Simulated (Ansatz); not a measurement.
Cartesian coordinates in Å:
```
B -0.5363 -2.3641 0.0074
N -0.5319 -1.0952 -0.5690
C -0.4884 0.1364 0.1035
B -0.5534 1.4539 -0.5244
Al 1.3218 1.3856 0.5551
H -0.6112 -3.3182 -0.7074
H -0.4621 -2.4498 1.1990
H -0.6035 -1.0052 -1.5724
H -0.5393 -0.0050 1.1867
H -0.3389 2.4097 0.2471
H -0.5930 1.6924 -1.6922
H 1.3903 1.3775 2.1335
H 2.5458 1.7820 -0.3671
```

The species carries charge 0 and has multiplicity 1. The bonds changed during the relaxation, so this is another structure than the one it started from.

Problem. List the ωB97M-V/def2-TZVPP orbital energies in eV (Ansatz 0.2.0). (Best estimate.)

Solution. Computed: Occupied: -1532.61, -395.37, -282.54, -187.56, -187.33, -117.18, -76.83, -76.69, -76.63, -28.48, -22.12, -18.51, -17.90, -15.39, -14.55, -13.89, -13.11, -12.53, -12.36, -11.68, -10.98, -8.92. Lowest empty: 0.06, 1.00, 1.96, 2.11, 2.31, 2.70, 3.14, 3.29.
